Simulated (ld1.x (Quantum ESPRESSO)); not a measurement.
**Configuration tests for silver (TM)**

```json
{
  "Element": "silver (Ag)",
  "Generator": "ld1.x (Quantum ESPRESSO) 7.5",
  "Type": "norm-conserving Troullier–Martins (Kleinman–Bylander form)",
  "Functional": "PBE",
  "Relativity": "scalar-relativistic",
  "Frozen core": "[Kr]",
  "Valence charge": "11",
  "Reference configuration": "4d9.5 5s0 5p0 (charge +1.5)",
  "Partial waves": "5s (bound, empty): rc 1.58 bohr; 5p (bound, empty): rc 1.82 bohr; 4d (bound): rc 1.28 bohr",
  "Local potential": "all-electron potential smoothed inside 1.46 bohr (lloc = -1)",
  "Core correction": "none"
}
```

Energies are relative to the spin-unpolarised reference configuration 4d9.5 5s0 5p0; without spin polarisation the order of configurations can differ from experiment.

| valence configuration | charge | ΔE all-electron (eV) | error AE − PS (meV) |
| --- | --- | --- | --- |
| 4d10 5s1 5p0 | 0 | -17.157 | +27 |
| 4d10 5s0 5p0 | +1 | -9.399 | -2.6 |
| 4d9 5s0 5p0 | +2 | 12.715 | -8.4 |
| 4d9 5s1 5p0 | +1 | -4.005 | -7.5 |
| 4d9 5s2 5p0 | 0 | -13.080 | +26 |
| 4d7 5s0 5p0 | +4 | 100.624 | -421 |

**Question.** What are ΔE and the potential's error for 4d10 5s0 5p1?

**Answer.** ΔE = -13.291 eV all-electron; the error (AE − PS) is -67 meV.

Note: ghost states, extra bound levels that the all-electron valence spectrum of the same l lacks: s at -72.2 eV, p at -18.5 eV. A true bound ghost makes a file unfit for plane-wave use.
